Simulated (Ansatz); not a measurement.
Frontier orbitals of BrF$_{3}$Ti (`[F][Ti]([F])([F])[Br]`).

```tsv
atom	x (Å)	y (Å)	z (Å)
F1	0.605	-0.811	-1.462
Ti2	0.065	-0.094	0.023
F3	-0.878	-1.250	0.909
F4	1.443	0.369	0.971
Br5	-1.234	1.786	-0.441
```

The species carries charge 0 and has multiplicity 1. Correlated methods include outer-core shells of Br, Ti, which these sets cover unevenly. Scalar relativity is left out up to krypton. The structure was optimised at the PBE0-D4/def2-TZVP level. Basis def2-TZVPP, the Gaussian-basis code of Ansatz.

Orbital energies of one run (eV). Highest occupied ones, from the top: -8.11, -8.11, -9.25, -10.45, -10.71, -10.71, -11.07, -11.47, -11.47, -11.67, -11.97, -11.97, -19.57, -29.19. Empty: -4.22, -4.22, -3.48, -2.81, -2.80, -0.78.

Q: Which functional gave them?
A. r2SCAN
B. PBE
C. ωB97X-V
D. r2SCAN0

A: B. HOMO energies: PBE -8.11, r2SCAN0 -9.69, r2SCAN -8.47, ωB97X-V -11.73 eV.
